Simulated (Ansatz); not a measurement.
C5H8N2, SMILES `CN1[C]N(C)C=C1`. The species carries charge 0 and has multiplicity 1. All single points use the PBE0-D4/def2-TZVP geometry.

```xyz
15

C     0.551    0.013   -2.427
N     0.295    0.116   -1.013
C    -0.408   -0.818   -0.323
N    -0.392   -0.311    0.936
C    -1.027   -0.966    2.051
C     0.289    0.884    1.026
C     0.729    1.157   -0.221
H     1.625   -0.023   -2.627
H     0.119    0.861   -2.964
H     0.090   -0.907   -2.777
H    -1.802   -0.331    2.487
H    -0.296   -1.215    2.824
H    -1.480   -1.881    1.677
H     0.406    1.433    1.946
H     1.302    1.989   -0.596
```

**Question.** What is the dipole moment at PBE/def2-TZVPP? (Estimate.)

**Answer.** The calculation gave: 2.44 D, with components (1.03, 2.06, 0.81) D in this frame, pointing from negative to positive charge.

**Question.** And with r2SCAN, B3LYP, ωB97M-V? (Estimate.)

**Answer.** Computed: r2SCAN 2.47 D, B3LYP 2.47 D, ωB97M-V 2.50 D.

**Question.** Give the Mulliken charges with PBE, ωB97M-V, r2SCAN in def2-TZVPP. (An estimate is asked.)

**Answer.** Computed: 
```
atom    PBE  ωB97M-V  r2SCAN
  C1  -0.19    -0.24   -0.08
  N2   0.07    -0.04    0.00
  C3  -0.36    -0.27   -0.32
  N4   0.07    -0.04    0.00
  C5  -0.19    -0.24   -0.08
  C6  -0.14    -0.10   -0.10
  C7  -0.14    -0.10   -0.10
  H8   0.10     0.12    0.07
  H9   0.10     0.12    0.07
 H10   0.11     0.13    0.08
 H11   0.10     0.12    0.07
 H12   0.10     0.12    0.07
 H13   0.11     0.13    0.08
 H14   0.13     0.14    0.13
 H15   0.13     0.14    0.13
```

B3LYP here is the variant with VWN-RPA as its local correlation; programs differ in this.
